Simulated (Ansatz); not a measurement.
Cartesian coordinates in Å:
```
O -0.946 -1.473 0.500
Si -0.360 0.055 0.482
S 1.476 0.291 1.540
C 0.008 0.612 -1.274
Cl 1.168 -0.531 -2.014
H -0.367 -2.155 0.148
H -1.430 0.883 1.082
H 0.896 0.109 2.739
H 0.450 1.608 -1.317
H -0.894 0.602 -1.887
```

Charge 0, multiplicity 1.

Problem. List the CAM-B3LYP/def2-TZVPP orbital energies in eV (Ansatz). (Estimate.)

Solution. Computed: Occupied: -2764.57, -2419.78, -1802.10, -522.81, -280.25, -259.31, -217.85, -198.43, -198.19, -198.18, -162.43, -162.34, -162.23, -146.54, -101.89, -101.86, -101.84, -29.94, -25.73, -22.36, -20.65, -17.40, -15.06, -14.53, -13.67, -12.80, -12.56, -12.44, -11.38, -10.41, -10.17, -9.63, -9.00. Lowest empty: 1.01, 1.39, 1.75, 2.17, 2.58, 3.12, 3.24, 3.75.
